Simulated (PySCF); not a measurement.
Compound: [PtCl6]2- (charge -2 and singlet state).
Bonds: Pt1–Cl2, Pt1–Cl3, Pt1–Cl4, Pt1–Cl5, Pt1–Cl6, Pt1–Cl7.

A GFN2-xTB structure was refined with PBE0-D3(BJ)/def2-SVP geometry optimisation, gas phase, def2 core potentials past Kr (PySCF). Its GFN2-xTB values:

```csv
coordinate,GFN2-xTB
Pt1–Cl2,2.335 Å
Pt1–Cl6,2.445 Å
Cl2–Pt1–Cl3,174.1°
Cl2–Pt1–Cl4,92.6°
```

Problem. How do these coordinates change at the PBE0-D3(BJ)/def2-SVP level?

Solution. 
```json
{"coordinate": "Pt1–Cl6", "PBE0-D3(BJ)/def2-SVP (Å or °)": "2.360", "change": "-0.085"}
{"coordinate": "Pt1–Cl2", "PBE0-D3(BJ)/def2-SVP (Å or °)": "2.360", "change": "+0.025"}
{"coordinate": "Cl2–Pt1–Cl3", "PBE0-D3(BJ)/def2-SVP (Å or °)": "179.9", "change": "+5.8"}
{"coordinate": "Cl2–Pt1–Cl4", "PBE0-D3(BJ)/def2-SVP (Å or °)": "90.1", "change": "-2.5"}
```

The energy falls by 0.145 eV over 6 energy and gradient evaluations, the largest force component goes from 0.0396 to 3.1e-04 Eh/bohr, and the atoms move by 0.055 Å rms after alignment. The bond that changes most is Pt1–Cl6 (ends: platinum bonded to 6 Cl; chlorine bonded to Pt), which shortens by 0.085 Å. Bonds longer at the end by more than 0.005 Å: 2 of 6; shorter: 4.

The run used 140 basis functions and 46 SCF cycles in all.

No frequency check. Whether so highly charged an anion holds all its electrons in the gas phase wasn't checked; a finite basis holds them in any case. No counter-ion or solvent screens the charge of this multiply charged ion.
